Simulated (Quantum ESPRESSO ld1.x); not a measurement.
The numbers below are computed, except where a source is named.
All-electron atom: Au IV in [Xe] 4f14 5d8 (the NIST ground configuration). Code: ld1.x of Quantum ESPRESSO 7.5. Model: Dirac Kohn-Sham, PW91, spin-unpolarised, spherical densities, point nucleus; open shells are shared between the two j in proportion to 2j + 1.

Unscreened Slater integrals over Kohn-Sham orbitals (hartree). Large and small components are both included.

\begin{tabular}{lr}
integral & value \\ \hline
F0(5d5/2,5d5/2) & 0.62128 \\
F2(5d5/2,5d5/2) & 0.32453 \\
F4(5d5/2,5d5/2) & 0.21573 \\
F0(5d5/2,5d3/2) & 0.63085 \\
F2(5d5/2,5d3/2) & 0.32930 \\
G2(5d5/2,5d3/2) & 0.32886 \\
G4(5d5/2,5d3/2) & 0.21871 \\
F0(5d5/2,5p3/2) & 0.70016 \\
F2(5d5/2,5p3/2) & 0.35119 \\
G1(5d5/2,5p3/2) & 0.42724 \\
G3(5d5/2,5p3/2) & 0.26492 \\
F0(5d5/2,5p1/2) & 0.71956 \\
G3(5d5/2,5p1/2) & 0.24269 \\
F0(5d5/2,4f7/2) & 0.80227 \\
F2(5d5/2,4f7/2) & 0.18789 \\
F4(5d5/2,4f7/2) & 0.087430 \\
G1(5d5/2,4f7/2) & 0.059844 \\
G3(5d5/2,4f7/2) & 0.057162 \\
G5(5d5/2,4f7/2) & 0.045956 \\
F0(5d3/2,5d3/2) & 0.64096 \\
F2(5d3/2,5d3/2) & 0.33487 \\
F0(5d3/2,5p3/2) & 0.71464 \\
F2(5d3/2,5p3/2) & 0.36309 \\
G1(5d3/2,5p3/2) & 0.44855 \\
G3(5d3/2,5p3/2) & 0.27817 \\
F0(5d3/2,5p1/2) & 0.73564 \\
G1(5d3/2,5p1/2) & 0.41636 \\
F0(5d3/2,4f7/2) & 0.82510 \\
F2(5d3/2,4f7/2) & 0.19961 \\
G3(5d3/2,4f7/2) & 0.062087 \\
G5(5d3/2,4f7/2) & 0.049756 \\
F0(5p3/2,5p3/2) & 0.82491 \\
F2(5p3/2,5p3/2) & 0.44483 \\
F0(5p3/2,5p1/2) & 0.86016 \\
G2(5p3/2,5p1/2) & 0.45138 \\
F0(5p3/2,4f7/2) & 1.0195 \\
F2(5p3/2,4f7/2) & 0.31092 \\
G2(5p3/2,4f7/2) & 0.11418 \\
G4(5p3/2,4f7/2) & 0.097577 \\
F0(5p1/2,5p1/2) & 0.90222 \\
F0(5p1/2,4f7/2) & 1.0997 \\
G4(5p1/2,4f7/2) & 0.12446 \\
F0(4f7/2,4f7/2) & 1.8230 \\
F2(4f7/2,4f7/2) & 0.90589 \\
F4(4f7/2,4f7/2) & 0.57695 \\
F6(4f7/2,4f7/2) & 0.41762 \\
\end{tabular}
